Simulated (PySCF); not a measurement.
How methods differ on the ionisation energy of Co²²⁺

Co²²⁺ [He] 2s2 2p1 [2p1/2^1, M_J = 1/2] → Co²³⁺ [He] 2s2, as a difference of total energies. Computed with PySCF 2.14 in an even-tempered Gaussian basis (17 s from 6.1 bohr⁻², ratio 2.4; 11 p from 7.9 bohr⁻², ratio 2.4; 5 d from 27 bohr⁻², ratio 2.6; 4 f from 41 bohr⁻², ratio 2.6), with the two-component X2C-1e Hamiltonian. Correlated levels: nothing frozen; the 28 highest virtual spinors dropped. "Screened" scales the spin-orbit matrix elements by Boettger's factors to mimic the two-electron term; Breit and QED terms are absent.

| method | ionisation energy (eV) |
| --- | --- |
| GHF (spin-free) | 1951.9 |
| GMP2 (spin-free) | 1951.4 |
| GHF (screened spin-orbit) | 1964.1 |
| GMP2 (screened spin-orbit) | 1963.5 |

For comparison: 1960.8 ± 0.8 eV (semi-empirical (NIST evaluation); NIST Atomic Spectra Database, ionization energies).
